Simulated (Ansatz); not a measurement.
`N=CC([SiH3])Cl` + H–F → `FC([SiH3])Cl` + `C=N` at 600 K and 1 bar (substitution at a C–C bond).

Isolated molecules relaxed with PBE0-D4/def2-TZVP in Ansatz; ΔE leaves out vibrations. CCSD(T)/CBS adds triple-zeta CCSD(T) − MP2 to the extrapolated MP2 energy (def2 sets, frozen cores). This one scheme is used for every species. One conformer a species, not always the lowest.

```
         species  CCSD(T)/CBS energy (Eh)  H − E (kJ/mol)  S (J/(mol·K))
`N=CC([SiH3])Cl`               -883.24207           259.6          443.0
             H–F               -100.39570            42.3          194.0
  `FC([SiH3])Cl`               -889.08323           169.0          391.6
           `C=N`                -94.52360           129.6          259.4
```

H − E and S are ideal-gas, rigid-rotor, harmonic terms from PBE0-D4/def2-TZVP, for one conformer and one mirror image of each species. 1 Eh = 2625.50 kJ/mol, R = 8.31446 J/(mol·K).

By hand: ΔE, ΔH, ΔS and ΔG.

ΔE = (-889.08323) + (-94.52360) − (-883.24207) − (-100.39570) = 0.03094 Eh = 81.2 kJ/mol. Δ(H − E) = 169.0 + 129.6 − 259.6 − 42.3 = -3.3, so ΔH = 77.9 kJ/mol. ΔS = 391.6 + 259.4 − 443.0 − 194.0 = 14.0 J/(mol·K). ΔG = 77.9 − 600 × (14.0)/1000 = 69.5 kJ/mol.

By hand: the equilibrium constant, and the temperature at which ΔG would vanish if ΔH and ΔS stayed fixed.

log₁₀ K = −ΔG/(RT ln 10) = -6.1. ΔG = 0 at ΔH/ΔS = 5564 K, far beyond where these terms or the molecules hold.

The number of gas molecules stays the same, so ΔS is small and ΔH decides. A doubt of 5 kJ/mol in ΔE shifts log₁₀ K by 0.4 here. Other conformers and mirror images would add mixing entropy, several J/(mol·K) or more a flexible species. These are equilibria of isolated gas molecules and say nothing of rates. Largest T1 diagnostic: 0.012 (customary marks: 0.02 for closed shells, 0.045 for open ones).
